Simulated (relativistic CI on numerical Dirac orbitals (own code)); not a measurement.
Calculated at this level of theory: Dirac-Coulomb-Breit CI, orbitals from a KLI potential per configuration, a model potential for QED, unscaled Slater integrals (own radial code, finite nucleus).

The strongest absorption lines from the ground level of an ion, among the configurations computed and to levels below about 8600 eV (vacuum wavelength in Å, gf): 1.7430 (0.36), 1.7758 (1), 1.7913 (0.47), 1.8641 (0.041), 14.179 (0.2).

Which ion is it?
A. Pm⁵³⁺
B. Sb⁴⁵⁺
C. Pm⁵⁵⁺
D. Ba⁵⁰⁺

C. Pm⁵⁵⁺ has 6 electrons and the ground level 2s2.2p2 3P_0; the strongest line goes to 2s2.2p.3d 3D°_1. The pattern of lines fixes the number of electrons, and along that sequence the line energies rise steadily with the charge (about as its square where n changes within one kind of shell, about linearly where n is kept but much faster in heavy ions where fine structure, which grows about as Z⁴, sets the gap, and irregularly where shells cross), which fixes Z. Configurations outside the model, such as inner-shell arrays, can give stronger lines. At this charge energies of transitions that change n are usually good to better than 1 %, and those within a shell (Δn = 0) to a few per cent.

LS names give the leading component of a level, which can be under half, so a name can repeat, a term be missing and a line seem to break the LS rules.
